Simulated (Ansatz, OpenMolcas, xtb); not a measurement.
**GeH2O2 (SMILES [OH][Ge][OH]): methods side by side**

GeH2O2 has 5 atoms, charge 0, and is taken as a singlet. As SMILES, `[OH][Ge][OH]`. The shape is that of a PBE0-D4/def2-TZVP optimisation. This is one conformer, not always the lowest.

Each level gives the HOMO–LUMO gap (eV). The values are calculated.

```tsv
level	kind	program	value (eV)	CPU time
GFN1-xTB	semi-empirical	xtb	3.76	under 2 s
HF/def2-SVPD	Hartree–Fock	Ansatz	11.88	2 s
SVWN5/def2-SVPD	LDA	Ansatz	4.44	2.3 s
BLYP/def2-SVPD	GGA	Ansatz	4.48	3.2 s
r2SCAN/def2-SVPD	meta-GGA	Ansatz	4.83	5.5 s
B3LYP/def2-SVPD	global hybrid	Ansatz	6.00	3.8 s
BHLYP/def2-SVPD	global hybrid	OpenMolcas	8.26	32 s
M06-2X/def2-SVPD	hybrid meta-GGA	OpenMolcas	8.32	38 s
HSE06/def2-SVPD	range-separated hybrid	Ansatz	5.60	4.3 s
PBE-QIDH/def2-SVPD	double hybrid	Ansatz	9.71	5.8 s
```

All-electron rows without a relativistic Hamiltonian named are non-relativistic. The values span 3.76 to 11.88 eV. Orbital gaps aren't excitation energies, and those of double hybrids come from the SCF part alone; they tend to grow with the share of exact exchange. Times are those of the runs behind each value, whatever else they computed, on shared processors of several kinds: orders of magnitude only.
